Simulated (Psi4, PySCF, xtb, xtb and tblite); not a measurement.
Internal rotation in SMILES [SiH3]N[SiH3] (H₇NSi₂). Scanned: dihedral H4–Si1–N2–Si3; all other coordinates were relaxed at GFN2-xTB. Heavy atoms are numbered in the order of the SMILES [SiH3]N[SiH3], hydrogens after them in the order of the atoms that carry them; the mirror image has the same energies with the sign of each dihedral reversed.

GFN1-xTB // GFN2-xTB (xtb); GFN2-xTB (xtb and tblite); RKS-LDA (SVWN5)/6-31G* = restricted LDA (SVWN5)/6-31G*, spherical d // GFN2-xTB (PySCF); MP2/cc-pVTZ = DF-MP2 (frozen core)/cc-pVTZ // GFN2-xTB run with Psi4.

Energies relative to the lowest point of each profile, in kJ/mol:

```tsv
φ / °	GFN1-xTB	GFN2-xTB	RKS-LDA (SVWN5)/6-31G*
0	0.11	1.46	1.33
10	0.00	1.26	0.80
20	0.21	0.87	0.34
30	0.64	0.45	0.03
40	1.23	0.12	0.00
50	1.83	0.00	0.29
60	2.34	0.18	0.86
70	1.83	0.00	0.27
80	1.23	0.11	0.00
90	0.66	0.44	0.05
100	0.26	0.86	0.40
110	0.05	1.24	0.85
```

Problem. What does MP2/cc-pVTZ give at the same points?

Solution. 0: 0.36; 10: 0.09; 20: 0.00; 30: 0.10; 40: 0.44; 50: 0.94; 60: 1.51; 70: 0.93; 80: 0.46; 90: 0.15; 100: 0.08; 110: 0.15 (kJ/mol).
